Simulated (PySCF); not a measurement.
C5H6O4Si.
Numbering: `[CH2:1]=[CH:2][Si:3]1([CH3:4])[O:5][C:6](=[O:7])[C:8](=[O:9])[O:10]1`

Geometry (GFN2-xTB, Å), atoms numbered from 1 in this order:
```
atom  x, y, z in Å
C1    -1.7112    1.9259   -0.5324
C2    -1.5097    0.6415   -0.7987
Si3   -0.1719   -0.4167   -0.0103
C4    -0.6267   -2.1060    0.6990
O5     0.6700    0.5022    1.1045
C6     1.9308    0.7463    0.7514
O7     2.6959    1.3983    1.3904
C8     2.2343    0.0637   -0.5975
O9     3.2779    0.0855   -1.1707
O10    1.1445   -0.5663   -1.0349
H11   -1.0980    2.4621    0.1734
H12   -2.4982    2.4907   -1.0065
H13   -2.1647    0.1479   -1.5043
H14   -1.4154   -2.0127    1.4385
H15    0.2233   -2.5920    1.1732
H16   -0.9884   -2.7615   -0.0867
```

Definitions: NICS(0) = −σiso at the ring centroid; NICS(1) = −σiso and NICS(1)zz = −σzz at ±1 Å along the ring normal z. Level: GIAO PBE0/pcSseg-1 (PySCF, non-relativistic, gas phase) on the GFN2-xTB geometry, one conformer.

Ring bond lengths (Å), with Mayer bond orders in brackets: Si3–O5 1.672 (0.86), O5–C6 1.332 (1.02), C6–C8 1.542 (0.94), C8–O10 1.333 (1.02), O10–Si3 1.675 (0.88).

Task: What do the NICS probes read (ppm)?

Result: 
```tsv
ring	type	NICS(0)	NICS(1), two faces	NICS(1)zz, two faces	rms pucker (Å)	centre to ring atoms, mean (Å)
Si3–O5–C6–C8–O10	5-membered ring with 2 O and Si; formal bonds all single	-1.6	-2.1 / -2.1	-1.5 / -2.1	0.01	1.28
```

Task: What can be read from them?

Result: 
- Si3–O5–C6–C8–O10: mean NICS(1)zz -1.8 ppm, near zero. Si3 has four or more neighbours, and the NICS criterion for π rings isn't applied.

Task: Give the inner angles of the rings and the Hirshfeld charges of the ring atoms.

Result: 
- Si3–O5–C6–C8–O10: Si3 93.5° (+0.527 e), O5 113.6° (-0.196 e), C6 109.7° (+0.196 e), C8 109.6° (+0.195 e), O10 113.6° (-0.203 e); sum 540.0° against 540° for a flat convex ring.

Task: What are the shieldings of the ring atoms and their hydrogens in the same run (means over atoms taken as equivalent)?

Result: 
| atoms | environment | σ isotropic (ppm) |
| --- | --- | --- |
| Si3 | oxygen-bound silicon | 344.9 |
| O5 (×2) | oxygen singly bound to a carbonyl carbon | 120.6 |
| C6 (×2) | carbonyl carbon | 29.3 |
